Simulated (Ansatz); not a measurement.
Computed with Ansatz on PBE0-D4/def2-TZVP structures; ΔE is electronic, products minus reactants. CCSD(T)/CBS is the MP2 limit (def2-TZVPP, def2-QZVPP) plus CCSD(T) − MP2 in def2-TZVPP, frozen cores. This one scheme is used for every species. Functionals use def2-TZVPP. HSE06 is defined as in plane-wave codes. For Ga outer-core shells are correlated without core-valence functions, which leaves a few kJ/mol of doubt a bond. Scalar relativity is left out up to krypton. One conformer a species, not always the lowest.

`[CH3][Ga]([NH2])[OH]` + H₂S → `[CH3][Ga]([NH2])[SH]` + H₂O  (ligand exchange at a Ga–O bond)

(1) Is it downhill or uphill in electronic energy at CCSD(T)/CBS, and by how much? (An estimate is asked.)

(2) What do these levels give: r2SCAN-D4, B97M-V, r2SCANh-D4, BHLYP-D4, ωB97M-V, HSE06? (Best estimate.)

Largest T1 diagnostic among the species: 0.013.

Answers

(1) The calculation gave: Downhill: ΔE = -0.36 eV.

(2) Computed: r2SCAN-D4 -0.34, B97M-V -0.33, r2SCANh-D4 -0.36, BHLYP-D4 -0.36, ωB97M-V -0.33, HSE06 -0.39 eV.

The D4 term adds −0.05 eV with B3LYP and −0.03 eV with PBE0; it sums over pairs of atoms, weighted by their polarisabilities, and B3LYP, whose exchange is more repulsive, gets the larger term. From BLYP to BHLYP (50 % exact exchange), in def2-TZVPP and without D4, ΔE moves by −0.05 eV. At CCSD(T), def2-SVP lies +0.14 eV from the extrapolated value and def2-TZVPP +0.04 eV.

B3LYP here is the variant with VWN-RPA as its local correlation; programs differ in this.
